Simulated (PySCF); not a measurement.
**Static response to an electric field**

Species: CH4F2Si.
Geometry (GFN2-xTB, Å), atoms numbered from 1 in this order:
```xyz
8
CH4F2Si angstrom
F     -1.388    1.037   -0.763
C     -0.936    0.026    0.033
F     -1.435   -1.125   -0.502
Si     1.001   -0.015    0.044
H     -1.422    0.155    1.011
H      1.358   -1.149    0.891
H      1.412    1.269    0.604
H      1.418   -0.189   -1.342
```

Level: PBE0/def2-SVPD (PySCF), static field, nuclei fixed, core orbitals frozen in the response. The polarisability tensor in these axes (au):

```
x   46.78 -0.03  0.69
y   -0.03 41.68 -0.14
z    0.69 -0.14 40.63
```

Problem. What are the eigenvalues, a third of the trace, and Δα (Δα² = ½Σ(αi − αj)² over the three pairs)?

Solution. Principal values 40.54, 41.70 and 46.86 au; mean 43.03 au = 6.38 Å³ = 7.09 × 10⁻⁴⁰ C²·m²/J; Δα = 5.83 au (14 % of the mean).

Problem. What is the dipole moment, and where does it point?

Solution. (1.59, 0.15, 1.51) D, 2.20 D in size, pointing from the negative to the positive side. Measured along this direction, the outermost atoms are F3 and F1 at the negative end and H7 and H6 at the positive end.

Problem. What molar refraction does this α imply?

Solution. Lorentz–Lorenz: R = (4π/3)N_A α = 2.5225 cm³/(mol·Å³) × 6.38 Å³ = 16.1 cm³/mol, in the limit of long wavelengths.

Problem. What would n − 1 = 2πNα be for an ideal gas of these molecules at 350 K and 1 atm, electronic part alone?

Solution. N = p/kT = 2.0968 × 10¹⁹ cm⁻³, so n − 1 = 2π × N × 6.38 × 10⁻²⁴ cm³ = 840 × 10⁻⁶ at long wavelengths, for an ideal gas.

Problem. Give the principal axes and the span of the nuclei along them.

Solution. Largest value along (0.99, -0.01, 0.11), where the nuclei span 2.93 Å; middle along (0.02, 0.99, -0.12), 2.44 Å; least along (-0.11, 0.12, 0.99), 2.67 Å. The strongest response lies along the longest span, while the other two are in reverse order.

Problem. In a dilute gas of rigid molecules at 350 K, how does the orientational term μ²/3kT compare with the electronic polarisability?

Solution. In Gaussian units μ²/3kT = 33.37 Å³ against 6.38 Å³, a ratio of 5.23; the Debye molar polarisation (4π/3)N_A(α + μ²/3kT) is 100.3 cm³/mol, leaving out the vibrational part.

Problem. Find the Langevin capture rate constant for H3O+ (19.018 u) meeting this molecule (82.005 u), k = 2.342 × 10⁻⁹ cm³/s × √(α in Å³ / reduced mass in u).

Solution. The reduced mass is 15.44 u, so k = 1.51 × 10⁻⁹ cm³/s. The formula leaves out the permanent dipole, which adds to the capture rate.

Geometry: GFN2-xTB; no solvent, vibrations or thermal averaging.

These values come from a run that also computed excited states. The run took 7.2 s wall on Arm Neoverse V1, one thread (shared host).
